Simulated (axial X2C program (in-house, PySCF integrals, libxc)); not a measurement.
**Spin–orbit effects down a group: molecules with Sr (ions), HF**

All values come from calculations with an in-house relativistic program for diatomic molecules, spin-free (one-electron X2C) or two-component (2c: spin–orbit coupling with atomic mean-field Coulomb and Gaunt terms, which also bring small scalar terms), in Dyall basis sets with cores contracted in-house; open shells are unrestricted.

Basis sets: H dyall-v3z, Li dyall-cv3z, Na dyall-cv3z, Sr dyall-cv3z.

| molecule | spin-free state | Re (Å) | ωe (cm⁻¹) | De (eV) | 2c state | Re 2c (Å) | ωe 2c (cm⁻¹) | De 2c (eV) |
| --- | --- | --- | --- | --- | --- | --- | --- | --- |
| SrH⁺ | M_S = 0, Λ = 0 | 2.065 | 1424.8 | 1.24 | Ω = 0 | 2.065 | 1424.9 | 1.24 |
| LiSr⁺ | M_S = 0, Λ = 0 | 3.507 | 225.1 | 0.74 | Ω = 0 | 3.507 | 225.1 | 0.74 |
| NaSr⁺ | M_S = 0, Λ = 0 | 3.815 | 114.9 | 0.76 | Ω = 0 | 3.815 | 114.9 | 0.76 |

**Question.** Work out the shifts from the spin-free to the two-component result.

**Answer.** 

```json
{"molecule": "SrH⁺", "2c state": "Ω = 0", "ΔRe (Å)": "0.000", "Δωe (cm⁻¹)": "0.1", "ΔDe (eV)": "0.00"}
{"molecule": "LiSr⁺", "2c state": "Ω = 0", "ΔRe (Å)": "0.000", "Δωe (cm⁻¹)": "0.0", "ΔDe (eV)": "0.00"}
{"molecule": "NaSr⁺", "2c state": "Ω = 0", "ΔRe (Å)": "0.000", "Δωe (cm⁻¹)": "0.0", "ΔDe (eV)": "0.00"}
```

Shifts of one unit in the last digit are rounding.

Fragments in 2c: Sr+ + H, Sr+ + Li, Sr+ + Na. Each entry is the lowest single determinant of a limited PBE0 search at one distance. De goes to single-determinant-based atoms at the same level (for ions the charge split of lowest energy) and is withheld (n/a) where an atom does not fit its ground term or J level. Main or longest-lived isotopes.
